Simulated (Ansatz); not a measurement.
Ansatz (an electronic-structure program) input file for FH6NOSi2, SMILES N[Si@@H](O)[SiH2]F, PBE/def2-SVPD. Coordinates come from a r2SCAN-D4/def2-SVP optimisation. The structure was generated by enumeration; whether it is a known compound was not checked. One conformer was computed; it need not be the lowest.

Ansatz 0.2 input:
```yaml
crystal:
  periodic: [false, false, false]
  atoms:
    - {symbol: N, position_ang: [-1.67562856, -1.10466461, 1.04127734]}
    - {symbol: Si, position_ang: [-1.01193942, 0.15084269, 0.06535068]}
    - {symbol: O, position_ang: [-0.49675390, 1.55329163, 0.82737666]}
    - {symbol: Si, position_ang: [1.00181944, -0.59868814, -0.88816621]}
    - {symbol: F, position_ang: [2.07606294, 0.50740643, -0.29376395]}
    - {symbol: H, position_ang: [-1.10718116, -1.60026049, 1.72175073]}
    - {symbol: H, position_ang: [-2.64129758, -1.05237091, 1.35354990]}
    - {symbol: H, position_ang: [-2.10065605, 0.52363195, -0.87793442]}
    - {symbol: H, position_ang: [0.46603285, 1.64610183, 0.86049512]}
    - {symbol: H, position_ang: [1.45517655, -1.94577594, -0.42386815]}
    - {symbol: H, position_ang: [1.08846997, -0.56182863, -2.37865475]}
basis:
  gaussian:
    orbitals: def2-SVPD
hamiltonian:
  xc: {name: PBE}
```

Log of the run:

```
WARN ansatz: RAYON_NUM_THREADS=1 ignored (pool sized by the plan → 1); use --threads N
Functional definition: PBE
integrals: 0.10 GiB planned
1385 factors; their error is unknown
mean field: 0.63 GiB planned
mean field evaluation 1: about -22072.4754 eV, gradient 8.7e1 eV
mean field evaluation 2: about -21988.3417 eV, gradient 2.0e2 eV
mean field evaluation 4: about -22085.3013 eV, gradient 2.3e1 eV
mean field evaluation 8: about -22086.2723 eV, gradient 1.7e-1 eV
mean field evaluation 16: about -22086.2306 eV, gradient 8.6e-5 eV
mean field -22086.23060337 eV, -811.6540040892 hartree, gradient 3.3e-5 eV, S^2 0.000000; 0 other end points of the search recorded, 0 dependent functions left out
reference -22086.23065460 eV, -811.6540059719 hartree; 29, 29 occupied and 133, 133 virtual orbitals, 1385 factors
Total energy: -22086.23065460 eV, -811.6540059719 hartree
```

The calculation finished and met its thresholds.
